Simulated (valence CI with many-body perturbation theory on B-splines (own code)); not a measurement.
Results of a calculation; reference values are marked as such.
Fe IV: what each term of the Hamiltonian does

Method: relativistic CI+MBPT: five valence electrons over a frozen Dirac-Fock core [Ar], radial functions for each j: 7 s, 7 p, 8 d, 6 f, 4 g, 1 h, with the one-electron correlation potential Σ1, the two-electron term Σ2, the three-electron term Σ3, Breit, model QED; selected CI, second order for the rest, scaled by the run's own slope (own B-spline code, finite nucleus).

Set against measurement, 32 paired levels are off by 2321 cm⁻¹ on average, the worst by 6905. These come from a selection out of Corliss and Sugar, J. Phys. Chem. Ref. Data 11, 135 (1982). Levels without a partner in it may be off by more, other configurations by 1,000 to 8,000 cm⁻¹. Among the levels kept, up to 1600 cm⁻¹ of a level comes from second order outside the variational space, and about a tenth of that is noise between levels of different J, which matters for small intervals. Only levels of the ground parity were solved; by the run's estimate the other parity begins above the list, which can be wrong where configurations are misplaced.

Each rung adds one term. CI alone is the Dirac-Coulomb CI over the frozen core; QED comes last and gives the full result, which names the levels. Energies are above 3d5 6S_5/2 on the same rung, in cm⁻¹. A blank means that the level has no clear partner on that rung.

Letters in brackets count levels of one name in rising energy.

| Level | CI alone |
| --- | --- |
| 3d5 4G_11/2 | 31624 |
| 3d5 4G_9/2 | 31604 |
| 3d5 4G_5/2 | 31545 |
| 3d5 4G_7/2 | 31577 |
| 3d5 4P_5/2 | 34169 |
| 3d5 4P_3/2 | 34213 |
| 3d5 4P_1/2 | 34254 |
| 3d5 4D_7/2 | 38206 |
| 3d5 4D_1/2 | 38225 |
| 3d5 4D_3/2 | 38270 |
| 3d5 4D_5/2 | 38282 |
| 3d5 2I_11/2 | 45889 |
| 3d5 2I_13/2 | 45957 |
| 3d5 2D_5/2 [a] | 48511 |
| 3d5 2D_3/2 [a] | 48992 |
| 3d5 4F_9/2 | 50786 |

**Question.** What do these energies become with core correlation, Breit and QED?

**Answer.** 3d5 4G_11/2 31335 (-288); 3d5 4G_9/2 31377 (-228); 3d5 4G_5/2 31382 (-163); 3d5 4G_7/2 31387 (-190); 3d5 4P_5/2 35364 (+1195); 3d5 4P_3/2 35442 (+1230); 3d5 4P_1/2 35520 (+1265); 3d5 4D_7/2 38395 (+189); 3d5 4D_1/2 38509 (+284); 3d5 4D_3/2 38565 (+295); 3d5 4D_5/2 38566 (+284); 3d5 2I_11/2 45228 (-662); 3d5 2I_13/2 45233 (-723); 3d5 2D_5/2 [a] 49396 (+884); 3d5 2D_3/2 [a] 49918 (+926); 3d5 4F_9/2 52020 (+1234).

**Question.** How does the ionisation energy move along the ladder, and which term matters most?

**Answer.** CI alone 49.333, + Σ1 50.621, + Σ2 53.678, + Σ3 53.676, + Breit 53.696, + QED 53.698 eV. The largest step is Σ2, 3.057 eV. NIST lists 54.91 ± 0.04 eV (measured), further off than its uncertainty and the later steps.
